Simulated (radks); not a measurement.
Os V, configuration [Xe] 4f14 5d4. All-electron calculation, scalar-relativistic Kohn-Sham, LDA (Slater exchange, Perdew-Wang correlation), spin-polarised, spherical densities, point nucleus; open shells are filled with parallel spins first (spin-orbit coupling, left out, can overturn this in heavy ions). Program: a radial shooting solver on a logarithmic mesh with Libxc functionals.

Radial electron density D(r) = 4 pi r^2 rho(r):

```
   r/bohr * D(r) (the largest magnitude, 141, reaches the edge; | marks zero)
 0.002064 |         *
 0.002384 |           *
 0.002753 |             *
 0.003154 |               *
 0.003642 |                  *
 0.004207 |                      *
 0.004858 |                         *
 0.005566 |                            *
 0.006428 |                                *
 0.007423 |                                   *
 0.008573 |                                     *
 0.009822 |                                       *
  0.01134 |                                        *
   0.0131 |                                        *
  0.01513 |                                       *
  0.01747 |                                     *
  0.02002 |                                    *
  0.02312 |                                   *
   0.0267 |                                    *
  0.03083 |                                       *
  0.03533 |                                           *
   0.0408 |                                                *
  0.04712 |                                                    *
  0.05441 |                                                      *
  0.06234 |                                                     *
    0.072 |                                                 *
  0.08315 |                                            *
  0.09603 |                                         *
     0.11 |                                           *
   0.1271 |                                              *
   0.1467 |                                                 *
   0.1695 |                                                *
   0.1942 |                                          *
   0.2242 |                                 *
    0.259 |                           *
   0.2991 |                          *
   0.3454 |                             *
   0.3957 |                               *
    0.457 |                             *
   0.5278 |                       *
   0.6095 |                *
   0.6983 |           *
   0.8064 |        *
   0.9314 |       *
    1.076 |     *
    1.232 |    *
    1.423 |  *
    1.644 | *
    1.898 |*
    2.175 |*
    2.511 *
      2.9 *
     3.35 *
    3.838 *
    4.432 *
    5.119 *
```

D(r) has 4 maxima, at r = 0.0119, 0.0549, 0.152, 0.399 bohr, and minima at 0.0229, 0.0984, 0.283 bohr, inside which lie 1.89, 11.05, 29.92 electrons.
